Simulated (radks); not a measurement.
The numbers below are computed, except where a source is named.
Coulomb parameter of the 4d shell of the technetium ion Tc3+ in the model configuration [Kr] 4d2.5 5p1.5, as a second difference U = [E(n + 0.25) + E(n - 0.25) - 2 E(n)] / (0.25)^2 with all orbitals relaxed. "Bare": the charge of the atom changes with n. "Screened": the 5p shell takes up the change at fixed total charge, which measures U(4d,4d) + U(5p,5p) - 2 U(4d,5p). Code: a radial shooting solver on a logarithmic mesh with Libxc functionals. Model: Dirac Kohn-Sham, LDA (Slater exchange, Perdew-Wang correlation), spin-unpolarised, spherical densities, finite nucleus; open shells are shared between the two j in proportion to 2j + 1; Fermi nuclear charge, rms radius 4.4112 fm.

case                 configuration  E - E(n) (eV)
start             [Kr] 4d2.5 5p1.5          0.000
bare +0.25       [Kr] 4d2.75 5p1.5        -10.120
bare -0.25       [Kr] 4d2.25 5p1.5         10.981
screened +0.25  [Kr] 4d2.75 5p1.25         -4.277
screened -0.25  [Kr] 4d2.25 5p1.75          4.447

U(bare) = 13.770 eV, U(screened by 5p) = 2.719 eV.
